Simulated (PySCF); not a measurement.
C4H9O, SMILES CCCC[O], doublet, B3LYP/def2-SVP optimised geometry.

```
14

C      1.89     0.50     1.15
C      0.36     0.39     1.20
C     -0.24    -0.34     0.00
C     -1.77    -0.34     0.00
O     -2.37     0.88     0.00
H      2.37    -0.49     1.12
H      2.22     1.06     0.26
H      2.28     1.03     2.04
H     -0.09     1.39     1.26
H      0.06    -0.14     2.13
H      0.11     0.14    -0.93
H      0.12    -1.39    -0.04
H     -2.19    -0.97    -0.82
H     -2.16    -0.85     0.92
```

Density from unrestricted B3LYP/def2-TZVP run with PySCF at that geometry.

Minimum of the electron density along straight lines between bonded atoms, close to the bond critical point (lines longer than 1.1 times the sum of covalent radii, or with two minima, are not listed):

```json
[
 {"bond": "C1–C2", "length / Å": "1.529", "ρ at the minimum / e bohr⁻³": "0.245", "∇²ρ there / e bohr⁻⁵": "-0.61", "position (fraction from the first atom)": "0.50"},
 {"bond": "C2–C3", "length / Å": "1.531", "ρ at the minimum / e bohr⁻³": "0.246", "∇²ρ there / e bohr⁻⁵": "-0.61", "position (fraction from the first atom)": "0.50"},
 {"bond": "C3–C4", "length / Å": "1.532", "ρ at the minimum / e bohr⁻³": "0.251", "∇²ρ there / e bohr⁻⁵": "-0.64", "position (fraction from the first atom)": "0.49"},
 {"bond": "C4–O5", "length / Å": "1.358", "ρ at the minimum / e bohr⁻³": "0.302", "∇²ρ there / e bohr⁻⁵": "-0.66", "position (fraction from the first atom)": "0.35"},
 {"bond": "C1–H6", "length / Å": "1.103", "ρ at the minimum / e bohr⁻³": "0.272", "∇²ρ there / e bohr⁻⁵": "-0.91", "position (fraction from the first atom)": "0.64"},
 {"bond": "C1–H7", "length / Å": "1.103", "ρ at the minimum / e bohr⁻³": "0.272", "∇²ρ there / e bohr⁻⁵": "-0.91", "position (fraction from the first atom)": "0.64"},
 {"bond": "C1–H8", "length / Å": "1.102", "ρ at the minimum / e bohr⁻³": "0.273", "∇²ρ there / e bohr⁻⁵": "-0.92", "position (fraction from the first atom)": "0.64"},
 {"bond": "C2–H9", "length / Å": "1.103", "ρ at the minimum / e bohr⁻³": "0.275", "∇²ρ there / e bohr⁻⁵": "-0.93", "position (fraction from the first atom)": "0.64"},
 {"bond": "C2–H10", "length / Å": "1.106", "ρ at the minimum / e bohr⁻³": "0.272", "∇²ρ there / e bohr⁻⁵": "-0.91", "position (fraction from the first atom)": "0.64"},
 {"bond": "C3–H11", "length / Å": "1.105", "ρ at the minimum / e bohr⁻³": "0.272", "∇²ρ there / e bohr⁻⁵": "-0.91", "position (fraction from the first atom)": "0.64"},
 {"bond": "C3–H12", "length / Å": "1.105", "ρ at the minimum / e bohr⁻³": "0.271", "∇²ρ there / e bohr⁻⁵": "-0.91", "position (fraction from the first atom)": "0.64"},
 {"bond": "C4–H13", "length / Å": "1.116", "ρ at the minimum / e bohr⁻³": "0.267", "∇²ρ there / e bohr⁻⁵": "-0.90", "position (fraction from the first atom)": "0.65"},
 {"bond": "C4–H14", "length / Å": "1.122", "ρ at the minimum / e bohr⁻³": "0.259", "∇²ρ there / e bohr⁻⁵": "-0.85", "position (fraction from the first atom)": "0.64"}
]
```
